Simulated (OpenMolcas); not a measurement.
Ag2+ with its 8 nearest fluoride ions at 2.375 Å, on the Ca site of CaF2 (a = 5.46294 Å, distance in the model lattice 2.366 Å). The rest of the host is ab initio model potentials to 7.6 Å and point charges beyond; the distance is set by hand and nothing relaxes. Ligand basis ANO-RCC-VDZP.

```json
{"Program": "OpenMolcas", "Method": "CASSCF", "Basis": "ANO-RCC-VTZP [7s6p4d2f1g]", "Scalar Hamiltonian": "DKH2, point nucleus", "Active space": "9 electrons in 5 orbitals (4d)", "State averaging": "2S+1 = 2 even, 5 roots", "Spin-orbit coupling": "RASSI with atomic mean-field integrals over the reference wave functions"}
```

(1) What is the spin-free ground state (labels of O, the rotations of Oh)?

(2) Where is the first state of the same spin?

(3) What are the lowest two levels with spin-orbit coupling?

(4) What is χT at 300 K, and how does it compare with the textbook value?

(5) Which ligand-field parameters describe the states?

Results:

(1) 2T2, 3-fold in its orbital part, 100 % from free-ion D terms; it has the highest spin that d9 allows.

(2) 2E at 5040 cm-1 above the ground state.

(3) A 2-fold level Γ7 with g = 1.88, 1.88, 1.88, then a 4-fold level Γ8 1718 cm-1 above it. Their leading multiplicities are 2 (100 %) and 2 (100 %).

(4) The lowest level has 2S+1 = 2, for which the spin-only value is χT = S(S+1) / 2 = 0.375 cm3 K/mol (g = 2). The computed 0.596 at 300 K differs by +0.221, through orbital momentum, spin-orbit coupling and any other state in reach. With a threefold ground state the orbital momentum is unquenched, so the spin-only value is not expected to hold.

(5) The gap between the two states is 10Dq = -5035 cm-1 (negative for this site). 

An orbital triplet at a regular site is open to Jahn-Teller coupling, which can distort the site and quench the lowest spin-orbit gaps and is left out. With metal d orbitals alone the field can be off either way by tens of per cent. Ligand-to-metal charge-transfer states are missing. No measured value stands beside these numbers; the geometry was set by hand and not optimised.
